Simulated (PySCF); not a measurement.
Species: C₃H₆BClS.
SMILES with atom numbers: `[CH2:1]=[C:2]([Cl:3])[BH:4][S:5][CH3:6]` (hydrogens: H7, H8 on C1; H9 on B4; H10, H11, H12 on C6)

Theory: PySCF, PBE0-D3(BJ)/def2-SVP geometry optimisation, gas phase.

(1) Give the optimised bond lengths and angles.

Answers

(1) 
| bond | length (Å) | order |
| --- | --- | --- |
| C1=C2 | 1.340 | double |
| C2–Cl3 | 1.750 | single |
| C2–B4 | 1.559 | single |
| B4–S5 | 1.772 | single |
| S5–C6 | 1.817 | single |
| C1–H7 | 1.093 | single |
| C1–H8 | 1.093 | single |
| B4–H9 | 1.206 | single |
| C6–H10, C6–H11, C6–H12 | 1.098 | single |

Bonds in one row agree within 0.01 Å and their mean is given. Orders are formal, as drawn. A selection of angles:
| angle | degrees |
| --- | --- |
| C2–C1–H7 | 122.4 |
| C2–C1–H8 | 119.4 |
| H7–C1–H8 | 118.3 |
| C1–C2–Cl3 | 119.4 |
| C1–C2–B4 | 125.7 |
| Cl3–C2–B4 | 114.9 |
| C2–B4–S5 | 118.5 |
| C2–B4–H9 | 121.6 |
| S5–B4–H9 | 119.9 |
| B4–S5–C6 | 103.9 |
| S5–C6–H10 | 107.4 |
| S5–C6–H11 | 110.5 |
| S5–C6–H12 | 110.6 |
| H10–C6–H11 | 109.3 |

Torsions: C1–C2–B4–S5 30°; C2–B4–S5–C6 -175° (antiperiplanar). The mirror-image conformer, all signs reversed, is as good.

Of the pairs four or more bonds apart, S5···H8 is among the closest relative to their van der Waals radii: 2.92 Å, 97 % of the sum of Bondi's values. B4 (three-coordinate boron) is planar (angles 121.6°, 119.9° and 118.5°, sum 360.0°, 0.00 Å off the plane of its three neighbours).

Point group: C1 (no symmetry element, even within 0.4 Å). Not checked by PBE0-D3(BJ)/def2-SVP frequencies. The numbers are those of one conformer.
